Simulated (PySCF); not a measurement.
Bond length, frequency and bond energy of KP by level of theory

State: ³Σ⁻ (triplet), unpaired electrons π ↑↑. Set-up: basis K def2-TZVPP, P def2-TZVPP; no relativity; PySCF 2.14. De refers to K + P in their high-spin ground configurations, without counterpoise correction. The functionals are run spin-unrestricted. A positive dipole means K(−)P(+). Levels whose curve was spin-contaminated or gave no clean fit are not listed.

```csv
Level,Re (Å),ωe (cm⁻¹),De (eV),μ (D),"CPU s a point (SCF and correlation, without the integrals)"
UHF-MP2,3.050,214,0.91,n/a,1.8
UHF-SCS-MP2,3.061,212,0.99,n/a,n/a
UHF-CCSD,3.056,215,0.97,n/a,n/a
UHF-CCSD(T),3.056,213,1.03,n/a,47
PBE,3.055,202,1.40,-8.21,1.9
BLYP,3.088,195,1.38,-7.86,1.2
r²SCAN,3.061,207,1.34,-9.47,2.6
TPSSh,3.051,209,1.45,-9.31,2.9
PBE0,3.037,212,1.30,-9.30,3.8
r²SCAN0,3.046,214,1.27,-10.02,3.1
BHandHLYP,3.047,216,1.22,-9.75,1.9
LC-ωPBE,3.013,226,1.34,-10.70,2.9
```

The bond length runs from 3.013 Å (LC-ωPBE) to 3.088 Å (BLYP). De spans 0.91 eV (UHF-MP2, perturbation theory) to 1.45 eV (TPSSh, hybrid meta-GGA).

Correlated steps freeze 10 core orbitals. The state was picked by a PBE0 search and need not be the measured ground state.

The whole job (state search and all levels along the bond) took about 20 min on 1 thread of AMD EPYC 7571 (shared host), peak memory 1.6 GiB.
